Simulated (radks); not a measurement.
Question: Species: Ni6+. Configuration: [Ar] 3d4. All-electron calculation, Dirac Kohn-Sham, BLYP, spin-unpolarised, spherical densities, finite nucleus; open shells fill j = l - 1/2 first; Fermi nuclear charge, rms radius 3.7757 fm. Program: a radial shooting solver on a logarithmic mesh with Libxc functionals. Some entries of the table are withheld. Estimate them.

| orbital | occ. | eigenvalue (hartree) | r(max) (bohr) | <1/r> (bohr^-1) |
|---|---|---|---|---|
| 1s1/2 | 2 | -306.2443 | 0.03540 | (1) |
| 2s1/2 | 2 | -40.60860 | 0.2047 | 6.098 |
| 2p1/2 | 2 | (2) | 0.1630 | 6.050 |
| 2p3/2 | 4 | (3) | 0.1657 | 5.924 |
| 3s1/2 | 2 | -8.23016 | 0.6286 | 2.006 |
| 3p1/2 | 2 | -6.79836 | (4) | 1.901 |
| 3p3/2 | 4 | -6.70617 | (5) | 1.873 |
| 3d3/2 | 4 | (6) | (7) | (8) |
| 3d5/2 | 0 | (9) | (10) | (11) |

Answer: 
(1) 1s1/2 <1/r> (bohr^-1): 28.09
(2) 2p1/2 eigenvalue (hartree): -36.00210
(3) 2p3/2 eigenvalue (hartree): -35.35954
(4) 3p1/2 r(max) (bohr): 0.6257
(5) 3p3/2 r(max) (bohr): 0.6326
(6) 3d3/2 eigenvalue (hartree): -4.34399
(7) 3d3/2 r(max) (bohr): 0.5772
(8) 3d3/2 <1/r> (bohr^-1): 1.650
(9) 3d5/2 eigenvalue (hartree): -4.33085
(10) 3d5/2 r(max) (bohr): 0.5791
(11) 3d5/2 <1/r> (bohr^-1): 1.643
